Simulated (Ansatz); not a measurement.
`[F][Sb]([SiH3])[SiH3]` + HBr → `[SiH3]Br` + `[F][SbH][SiH3]` at 700 K and 1 bar (cleavage of the Si–Sb bond).

Program: Ansatz. Geometries: PBE0-D4/def2-TZVP. ΔE: electronic, gas phase. CCSD(T)/CBS is the MP2 limit (def2-TZVPP, def2-QZVPP) plus CCSD(T) − MP2 in def2-TZVPP, frozen cores. def2 core potentials past Kr. For Br, Sb outer-core shells are correlated without core-valence functions, which leaves a few kJ/mol of doubt a bond. Scalar relativity is left out up to krypton.

```tsv
species	CCSD(T)/CBS energy (Eh)	H − E (kJ/mol)	S (J/(mol·K))
`[F][Sb]([SiH3])[SiH3]`	-921.59420	222.2	531.5
HBr	-2573.91920	36.5	223.7
`[SiH3]Br`	-2864.23411	106.5	319.2
`[F][SbH][SiH3]`	-631.30007	148.2	421.5
```

H − E and S are ideal-gas, rigid-rotor, harmonic terms from PBE0-D4/def2-TZVP, for one conformer and one mirror image of each species. 1 Eh = 2625.50 kJ/mol, R = 8.31446 J/(mol·K).

Problem. By hand: ΔE, ΔH, ΔS and ΔG.

Solution. ΔE = (-2864.23411) + (-631.30007) − (-921.59420) − (-2573.91920) = -0.02078 Eh = -54.6 kJ/mol. Δ(H − E) = 106.5 + 148.2 − 222.2 − 36.5 = -4.0, so ΔH = -58.6 kJ/mol. ΔS = 319.2 + 421.5 − 531.5 − 223.7 = -14.5 J/(mol·K). ΔG = -58.6 − 700 × (-14.5)/1000 = -48.5 kJ/mol.

Problem. By hand: the equilibrium constant, and the temperature at which ΔG would vanish if ΔH and ΔS stayed fixed.

Solution. log₁₀ K = −ΔG/(RT ln 10) = 3.6. ΔG = 0 at ΔH/ΔS = 4041 K, far beyond where these terms or the molecules hold.

The number of gas molecules stays the same, so ΔS is small and ΔH decides. A doubt of 5 kJ/mol in ΔE shifts log₁₀ K by 0.4 here. Other conformers and mirror images would add mixing entropy, several J/(mol·K) or more a flexible species. Modes under 60 cm⁻¹, often nearly free rotors, make the harmonic entropy too high. These are equilibria of isolated gas molecules and say nothing of rates. Largest T1 diagnostic: 0.014 (customary marks: 0.02 for closed shells, 0.045 for open ones).
